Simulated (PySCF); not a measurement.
H₅O₄Si (cation, charge +1), SMILES O[Si](O)(O)[OH2+] (B3LYP/def2-SVP optimised geometry):

```
10

O     -1.162    -1.578    -1.374
Si    -0.732    -0.862     0.000
O     -0.806    -1.669     1.395
O     -1.033     0.719     0.000
O      1.114    -0.862     0.000
H     -1.256    -2.531    -1.508
H     -1.539    -1.652     2.026
H     -1.636     1.151    -0.622
H      1.636    -0.189    -0.476
H      1.568    -1.151     0.816
```

Method: B3LYP/def2-TZVP in PySCF.

What are the frontier orbital energies?

HOMO-2 -14.88 eV, HOMO-1 -14.80 eV, HOMO -14.38 eV, LUMO -5.65 eV, LUMO+1 -4.26 eV.

Meta-Löwdin charges at B3LYP/def2-TZVP: O1 -0.72, Si2 1.67, O3 -0.74, O4 -0.73, O5 -0.53, H6 0.40, H7 0.40, H8 0.40, H9 0.42, H10 0.43.
